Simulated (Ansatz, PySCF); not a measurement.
Zn(k2OAc)2 (C4H6O4Zn), SMILES CC1[O][Zn]2([O]C(C)=[O]->2)<-[O]=1.

Coordinates come from a B3LYP-D3(BJ)/def2-SVP optimisation. The isomer is the one that the SMILES or the coordinates give; other isomers of the formula were not compared. Other conformers were not sampled.

Vertical ionisation energy (IE) and electron affinity (EA) in eV. Rows of orbital energies are one-electron estimates. Where ΔSCF, EOM or ADC give a negative EA the extra electron is unbound and the value depends on the basis.

| level | IE | EA |
|---|---|---|
| −ε(HOMO), −ε(LUMO), B3LYP/def2-SVP (PySCF) | 7.87 | 0.50 |
| ΔSCF, PBE0/def2-SVPD (Ansatz), final states of multiplicity 2 and 2 | 10.34 | -0.80 |

### Question
What vertical singlet–triplet gap does ΔSCF give with PBE0/def2-SVPD (Ansatz, a quantum-chemistry and plane-wave program)? (An estimate is asked for; the answer gives what the named calculation found.)

### Answer
5.75 eV (triplet above singlet where positive).
